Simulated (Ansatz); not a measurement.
WNO3H3⁻, that is WN(OH)3 with one electron more. Total charge -1; doublet. Geometry r2SCAN-D4/def2-SVP, that of the neutral singlet; atoms count from 1.

```csv
atom,x (Å),y (Å),z (Å)
W1,-0.028,0.017,0.069
N2,0.579,-0.354,-1.449
O3,1.444,-0.167,1.258
H4,2.324,-0.426,0.954
O5,-1.408,-1.251,0.382
H6,-1.640,-1.932,-0.263
O7,-0.665,1.802,-0.066
H8,-0.607,2.311,-0.886
```

In the def2 sets W takes a core potential; there is no spin–orbit coupling. The highest occupied level of the charge -1 doublet lies above zero (up to 1.59 eV). By energy differences it is unbound by 0.48 eV (vertical, to the charge 0 singlet, at PBE0-D4/def2-TZVPD) and held by the finite basis.

(1) Estimate the Mulliken populations from the PBE0/def2-TZVPD orbitals of Ansatz.

(2) Where does the spin sit?

(3) And the Mayer bond orders between bonded heavy atoms (over 0.3)?

Answers

(1) 
```json
{"atom": "W1", "charge (e)": "-2.01", "spin (α − β)": "3.56", "d electrons": "3.49"}
{"atom": "N2", "charge (e)": "-0.51", "spin (α − β)": "0.02", "d electrons": "–"}
{"atom": "O3", "charge (e)": "0.37", "spin (α − β)": "-1.04", "d electrons": "–"}
{"atom": "H4", "charge (e)": "0.14", "spin (α − β)": "0.18", "d electrons": "–"}
{"atom": "O5", "charge (e)": "0.36", "spin (α − β)": "-1.04", "d electrons": "–"}
{"atom": "H6", "charge (e)": "0.14", "spin (α − β)": "0.18", "d electrons": "–"}
{"atom": "O7", "charge (e)": "0.37", "spin (α − β)": "-1.04", "d electrons": "–"}
{"atom": "H8", "charge (e)": "0.14", "spin (α − β)": "0.18", "d electrons": "–"}
```
Mulliken values and Mayer orders depend strongly on the basis. With diffuse functions, as here, like atoms can get unlike values, and bond orders can come out too low or too high.

(2) Summed by element: W 3.56, N 0.02, O -3.13, H 0.55, of 1 unpaired in all. Largest on single atoms: W1 3.56, O3 -1.04, O7 -1.04.

(3) W1–N2 2.66 (1.68 Å). Values over 0.3 also appear between atoms too far apart for a bond (O3–O5 2.22 at 3.17 Å; O3–O7 2.22 at 3.17 Å; O5–O7 2.22 at 3.17 Å); they arise where an orbital or an unpaired electron spreads over both atoms.
